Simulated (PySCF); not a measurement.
CH5ClOSi, SMILES C[SiH](O)Cl.

Geometry optimised at PBE-D3(BJ)/def2-SVP. The values are those of a single conformer.

All values below come from TDA-ωB97X/def2-SVPD in PySCF.

Vertical excitations. The molecule is in vacuum.

```tsv
state	energy (eV)	λ (nm)	f	main pairs
S1	8.19	151	0.036	HOMO→LUMO 45 %, HOMO−2→LUMO 18 %, HOMO−1→LUMO 11 %
S2	8.41	147	0.028	HOMO→LUMO+2 68 %
S3	8.58	145	0.016	HOMO−1→LUMO 35 %, HOMO→LUMO 18 %, HOMO→LUMO+2 9 %, HOMO−2→LUMO 6 %
S4	8.86	140	0.062	HOMO−1→LUMO+2 65 %, HOMO−2→LUMO 11 %
S5	8.99	138	0.107	HOMO→LUMO+1 55 %, HOMO→LUMO 13 %, HOMO→LUMO+4 9 %
S6	9.10	136	0.014	HOMO−2→LUMO 23 %, HOMO−1→LUMO 15 %, HOMO−1→LUMO+2 13 %, HOMO−2→LUMO+1 9 %
S7	9.45	131	0.083	HOMO−2→LUMO+2 38 %, HOMO→LUMO+3 15 %, HOMO→LUMO+5 6 %
S8	9.56	130	0.006	HOMO−3→LUMO 49 %
S9	9.65	128	0.059	HOMO→LUMO+3 24 %, HOMO−1→LUMO+1 22 %, HOMO−1→LUMO+4 10 %, HOMO−2→LUMO+2 9 %
S10	9.70	128	0.023	HOMO−1→LUMO+1 21 %, HOMO→LUMO+3 16 %, HOMO−2→LUMO+1 13 %, HOMO−2→LUMO+2 12 %
T1	7.84	158	0	HOMO→LUMO 31 %, HOMO−2→LUMO 22 %, HOMO−1→LUMO 16 %
T2	7.95	156	0	HOMO→LUMO+2 71 %
T3	8.20	151	0	HOMO−1→LUMO+2 29 %, HOMO−1→LUMO 20 %, HOMO→LUMO 13 %, HOMO−1→LUMO+1 10 %
T4	8.41	147	0	HOMO−1→LUMO+2 32 %, HOMO−2→LUMO 9 %, HOMO→LUMO 9 %, HOMO→LUMO+1 7 %
```
Triplets are in the Tamm–Dancoff approximation.
